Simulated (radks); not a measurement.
Polarisability of the thallium ion Tl3+, [Xe] 4f14 5d10, at imaginary frequency. Calculated with a radial shooting solver on a logarithmic mesh with Libxc functionals: non-relativistic Kohn-Sham, LB94 model potential, spin-polarised, spherical densities, point nucleus; relativity is left out, which matters for an element this heavy. Response by self-consistent Sternheimer equations with the Hartree and adiabatic LDA kernel.

| w (hartree) | alpha1(iw) (bohr^3) | alpha2(iw) (bohr^5) |
|---|---|---|
| 0.00266 | 4.780 | 15.22 |
| 0.0143 | 4.780 | 15.22 |
| 0.0360 | 4.777 | 15.19 |
| 0.0697 | 4.767 | 15.11 |
| 0.118 | 4.742 | 14.91 |
| 0.186 | 4.687 | 14.48 |
| 0.280 | 4.575 | 13.71 |
| 0.413 | 4.368 | 12.50 |
| 0.605 | 4.010 | 10.88 |
| 0.892 | 3.456 | 8.991 |
| 1.35 | 2.698 | 6.953 |
| 2.12 | 1.807 | 4.792 |
| 3.59 | 0.9640 | 2.669 |
| 6.94 | 0.3773 | 1.018 |
| 17.5 | 0.09541 | 0.2010 |

Static values: alpha1 = 4.780 bohr^3 (0.7084 angstrom^3; uncoupled 7.520), alpha2 = 15.22 bohr^5, alpha3 = 64.51 bohr^7. C6 = 27.52, C8 = 382.8, triple-dipole C9 = 92.68 atomic units. One-pole (London) frequency 4 C6 / (3 alpha1^2) = 1.605 hartree, against 1.979 for minus the highest occupied eigenvalue.
